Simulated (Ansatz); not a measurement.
`OB(F)O[SiH3]` + `C[O][Al]([F])[O][SiH3]` → `COB(F)O[SiH3]` + `[OH][Al]([F])[O][SiH3]`  (redistribution)

Calculated with Ansatz (gas phase, PBE0-D4/def2-TZVP geometries, no zero-point term in ΔE). CBS: MP2 limit from def2 TZ/QZ plus the TZ coupled-cluster correction, frozen cores. One conformer a species, not always the lowest.

`OB(F)O[SiH3]`:

Cartesian coordinates in Å:
```
O 0.781 1.573 -0.160
B 0.332 0.850 0.899
F 0.453 1.332 2.138
O -0.240 -0.358 0.725
Si -0.550 -1.249 -0.635
H 1.168 2.415 0.090
H -1.201 -2.497 -0.178
H 0.717 -1.564 -1.339
H -1.458 -0.502 -1.540
```

`C[O][Al]([F])[O][SiH3]`:

Z-matrix (Å, degrees):
```
C
O 1 1.400
H 1 1.094 2 109.9
H 1 1.096 2 112.6 3 -120.7
H 1 1.094 2 109.8 3 118.7
Al 2 1.668 1 134.6 3 120.4
O 6 1.669 2 122.3 1 -0.1
F 6 1.638 2 117.9 1 179.9
Si 7 1.626 6 170.0 2 179.1
H 9 1.487 7 109.6 6 -168.2
H 9 1.486 7 110.0 6 72.1
H 9 1.486 7 110.3 6 -48.3
```

`COB(F)O[SiH3]`:

```xyz
12

C    -1.501   -0.642    1.502
O    -0.488   -0.163    0.638
B    -0.409   -0.510   -0.667
F    -1.299   -1.337   -1.215
O     0.582   -0.019   -1.444
Si    1.821    1.012   -1.075
H    -2.184   -1.320    0.988
H    -2.062    0.209    1.893
H    -1.032   -1.167    2.336
H     1.287    2.316   -0.610
H     2.597    1.199   -2.322
H     2.687    0.422   -0.024
```

`[OH][Al]([F])[O][SiH3]`:

Z-matrix (Å, degrees):
```
Si
O 1 1.627
H 1 1.486 2 110.0
H 1 1.486 2 109.4 3 119.7
H 1 1.486 2 110.3 3 -120.5
Al 2 1.669 1 167.2 3 71.7
F 6 1.638 2 119.8 1 -1.3
O 6 1.679 2 123.0 1 178.7
H 8 0.955 6 123.0 2 -0.0
```

| species | CCSD(T)/CBS(def2) energy (Eh) |
| --- | --- |
| `OB(F)O[SiH3]` | -566.62981 |
| `C[O][Al]([F])[O][SiH3]` | -823.12060 |
| `COB(F)O[SiH3]` | -605.86989 |
| `[OH][Al]([F])[O][SiH3]` | -783.88360 |

Problem. Work out ΔE.

Solution. ΔE = (-605.86989) + (-783.88360) − (-566.62981) − (-823.12060) = -0.00308 Eh = -0.08 eV.

Largest T1 diagnostic among the species: 0.012.

In def2-TZVPP, CCSD(T) changes the Hartree–Fock value by −0.05 eV (the triples alone add −0.01 eV) and MP2 by −0.05 eV.
